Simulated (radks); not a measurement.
These are the eigenvalues of the occupied orbitals of an atom or ion with whole-number occupations (eV). All-electron calculation, scalar-relativistic Kohn-Sham, r2SCAN, spin-polarised, spherical densities, finite nucleus; meta-GGA in the generalised Kohn-Sham scheme; Fermi nuclear charge, rms radius of each element as measured or else 0.836 A^(1/3) + 0.57 fm. Program: a radial shooting solver on a logarithmic mesh with Libxc functionals.

| orbital | eigenvalue |
|---|---|
| 1s up | -24224.44 |
| 1s down | -24224.14 |
| 2s up | -3558.040 |
| 2s down | -3557.816 |
| 2p up | -3188.153 |
| 2p down | -3187.898 |
| 3s up | -654.4852 |
| 3s down | -654.1689 |
| 3p up | -531.8716 |
| 3p down | -531.5160 |
| 3d up | -337.5860 |
| 3d down | -337.1764 |
| 4s up | -95.7283 |
| 4p up | -60.3484 |
| 4p down | -58.6107 |
| 4d up | -10.1379 |
| 4d down | -9.1345 |
| 5p up | -1.8581 |

Which element is it, and in what charge state? The configuration may be excited. Open shells, if any, are filled with parallel spins first.

Answer. Z = 46, palladium, charge 0: Pd in [Ar] 3d10 4s1 4p6 4d10 5p1. The list shows which subshells hold electrons but not how many an open one holds; the 1s level, -890.23 hartree, gives Z - s = 42.2 by -(Z - s)^2/2, which with screening and relativity narrows Z to a few neighbours, and the depths of the outer levels then fix element, charge and occupations together.
